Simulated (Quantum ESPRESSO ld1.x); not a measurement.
Species: K13+. Configuration: [He] 2s2 2p2 (the NIST ground configuration).

All-electron calculation, scalar-relativistic Kohn-Sham, LDA (Slater exchange, Perdew-Zunger correlation), spin-polarised, spherical densities, point nucleus; open shells are filled with parallel spins first. Program: ld1.x of Quantum ESPRESSO 7.5.

Energy parts (hartree):
part                      energy
total                  -483.3215
kinetic                 486.8783
electron-nucleus      -1027.6197
Hartree                  75.5406
exchange-correlation    -18.1208

Orbitals (lengths in bohr, moments of r in powers of bohr; <r^-3> diverges for s and p1/2):
\begin{tabular}{lrrrrr}
orbital & occ. & eigenvalue (hartree) & <r^2> & <r^-3> & <r> \\ \hline
1s up & 1 & -150.086 & 0.008798 & - & 0.08094 \\
1s down & 1 & -149.775 & 0.008763 & - & 0.08079 \\
2s up & 1 & -29.5348 & 0.1461 & - & 0.3530 \\
2s down & 1 & -29.0196 & 0.1483 & - & 0.3557 \\
2p up & 2 & -27.6345 & 0.1143 & 199.4 & 0.3070 \\
2p down & 0 & -27.0181 & 0.1168 & 196.3 & 0.3101 \\
\end{tabular}

The highest occupied level is 2p up at -751.97 eV. For comparison, the ionisation energy in NIST's Atomic Spectra Database is 786.3 eV (semi-empirical). In exact Kohn-Sham theory the highest level is minus the ionisation energy, but local and semilocal functionals leave it too shallow, through self-interaction and a potential that decays too fast; potentials with the right tail come closer. Spin moment in Bohr magnetons: 2. The density falls to 0.001 e/bohr^3 at r = 1.06 bohr. Summed over all electrons, <r^2> = 0.5406 bohr^2, which gives a Langevin (diamagnetic) susceptibility term of -0.428 x 10^-6 cm^3/mol.
